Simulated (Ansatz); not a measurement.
`C[NH][Al]([OH])[OH]` and `N[CH2][Al]([OH])[OH]` differ in one atom or group.

Ansatz, PBE0-D4/def2-TZVP geometries, multiplicity 1. Each molecule was computed in one conformer, which needn't be the lowest.

```
                               property  `C[NH][Al]([OH])[OH]`
HOMO–LUMO gap (ωB97M-V/def2-TZVPP) / eV                  10.39
     HOMO energy (PBE0/def2-TZVPP) / eV                  -6.64
    HOMO–LUMO gap (PBE/def2-TZVPP) / eV                   4.30
      HOMO energy (PBE/def2-TZVPP) / eV                  -5.27
    HOMO energy (B3LYP/def2-TZVPP) / eV                  -6.42
     LUMO energy (PBE0/def2-TZVPP) / eV                  -0.13
```

Problem. What does the change do to each property? (An estimate is asked.)

Solution. Computed: 
```
                               property  `N[CH2][Al]([OH])[OH]`  shift
HOMO–LUMO gap (ωB97M-V/def2-TZVPP) / eV                   10.60   0.21
     HOMO energy (PBE0/def2-TZVPP) / eV                   -6.86  -0.22
    HOMO–LUMO gap (PBE/def2-TZVPP) / eV                    4.47   0.17
      HOMO energy (PBE/def2-TZVPP) / eV                   -5.40  -0.13
    HOMO energy (B3LYP/def2-TZVPP) / eV                   -6.64  -0.22
     LUMO energy (PBE0/def2-TZVPP) / eV                   -0.11   0.02
```

B3LYP here is the variant with VWN-RPA as its local correlation; programs differ in this.
